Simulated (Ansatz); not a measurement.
B₂FH₃O₂, SMILES `OBOBF`. Charge 0, multiplicity 1.

```xyz
8

O     1.2602    0.0589   -1.0360
B    -0.0482    0.3781   -0.9170
O    -0.5919    0.4435    0.3332
B    -0.5082   -0.2676    1.4717
F    -0.1684   -1.5493    1.4325
H     1.5671    0.0630   -1.9448
H    -0.7319    0.6464   -1.8626
H    -0.7787    0.2271    2.5231
```

Task: List the harmonic frequencies (cm⁻¹, unscaled) at PBE0-D4/def2-TZVP in Ansatz. (Estimate.)

Result: Ansatz gave: 60, 132, 159, 490, 569, 622, 914, 922, 927, 1031, 1109, 1172, 1257, 1434, 1471, 2629, 2673, 3908.

Task: Is this a minimum?

Result: Yes, all 18 modes are real.

Task: Give the ideal-gas thermochemistry at 298.15 K and 1 bar (rigid rotor, harmonic oscillator; point group C1, symmetry number 1).

Result: Zero-point energy 128.5 kJ/mol; H(298) − E = 146.1 kJ/mol; entropy 320.3 J/(mol·K), of which translation 162.8, rotation 106.6, vibration 50.9; G(298) − E = 50.6 kJ/mol. Modes under 100 cm⁻¹ are hindered rotations or soft bends, so the harmonic entropy is rough.
